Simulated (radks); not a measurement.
Values are calculated unless marked as measured or tabulated.
All-electron atom: B+ in [He] 2s2.

Level of theory: Dirac Kohn-Sham, BLYP, spin-unpolarised, spherical densities, finite nucleus; Fermi nuclear charge, rms radius 2.406 fm (a radial shooting solver on a logarithmic mesh with Libxc functionals).

Energy parts (eV):
part                     energy
total                  -662.444
kinetic                 660.807
electron-nucleus      -1487.595
Hartree                 262.007
exchange-correlation    -97.663

Orbitals (lengths in bohr, moments of r in powers of bohr):
| orbital | occ. | eigenvalue (eV) | <r^2> | small-component weight |
|---|---|---|---|---|
| 1s1/2 | 2 | -194.1562 | 0.1472 | 2.89e-04 |
| 2s1/2 | 2 | -19.4036 | 3.765 | 3.41e-05 |
| 2p1/2 | 0 | -13.3524 | 4.200 | 2.73e-05 |
| 2p3/2 | 0 | -13.3474 | 4.203 | 2.73e-05 |

The highest occupied level is 2s1/2 at -19.404 eV. For comparison, the ionisation energy in NIST's Atomic Spectra Database is 25.155 eV (measured). In exact Kohn-Sham theory the highest level is minus the ionisation energy, but local and semilocal functionals leave it too shallow, through self-interaction and a potential that decays too fast; potentials with the right tail come closer.
